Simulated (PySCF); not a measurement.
**CuO under electron impact: the energy ladder**

PBE in PySCF with def2-TZVPPD on every atom, for the lowest determinant that a PBE0 search found; no spin–orbit coupling.

```
species  state (unpaired electrons)  Re (Å)  ωe (cm⁻¹)  energy of the minimum from the neutral (eV)  De (eV)      dissociates to
    CuO               doublet (π ↑)   1.719        658                                         0.00     3.32   Cu (3d10 4s1) + O
   CuO⁺              triplet (π ↑↑)   1.758        588                                         9.42     2.06      Cu⁺ (3d10) + O
   CuO⁻      singlet (closed shell)   1.693        714                                        -1.81     3.36  Cu (3d10 4s1) + O⁻
```

Question: Work out the lowest energy to break CuO into atoms, from its vibrational ground state.

Answer: D0 = De − ωe/2 = 3.32 − 0.04 = 3.28 eV (PBE/def2-TZVPPD).

Question: Work out the ionisation energy of the Cu atom at this level and the threshold of dissociative ionisation.

Answer: IE(Cu) = 9.42 + 2.06 − 3.32 = 8.16 eV, so Cu⁺ (3d10) + O + e⁻ appears at D0 + IE(Cu) = 11.44 eV (PBE/def2-TZVPPD). The measured IE(Cu) is 7.726 eV (NIST ASD).

Question: Work out the electron affinity of the O atom and the threshold of dissociative attachment.

Answer: EA(O) = 3.32 − 3.36 − (-1.81) = 1.77 eV, so Cu (3d10 4s1) + O⁻ needs D0 − EA(O) = 1.51 eV (PBE/def2-TZVPPD). The measured EA(O) is 1.461 eV.

Question: At which energy does ion-pair formation open?

Answer: Cu⁺ + O⁻ lies at D0 + IE(Cu) − EA(O) = 9.67 eV (PBE/def2-TZVPPD).

These are thermodynamic thresholds; the onsets seen under electron impact lie higher where the geometry changes, and cross-sections peak well above them.

For an ion De counts to the pair picked by the measured ionisation energies or electron affinities, which need not be the lowest pair at this level. The highest Kohn–Sham level is positive in this anion. Much of that is self-interaction error, but it also means that the finite basis helps to hold the extra electron. The state is the lowest single determinant that the PBE0 search found; with open d or f shells the true ground state can be another one.
